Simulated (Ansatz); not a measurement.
GeH2. Charge 0, multiplicity 1. Geometry r2SCAN-D4/def2-TZVP; atoms count from 1.

| atom | x (Å) | y (Å) | z (Å) |
| --- | --- | --- | --- |
| Ge1 | 0.387 | -0.415 | 0.488 |
| H2 | 0.028 | 1.130 | 0.365 |
| H3 | -0.415 | -0.715 | -0.853 |

Q: Estimate the Mulliken populations from the PBE0/def2-TZVP orbitals of Ansatz.

A: 
```
atom  charge (e)
 Ge1        0.03
  H2       -0.01
  H3       -0.01
```
Mulliken values depend strongly on the basis.
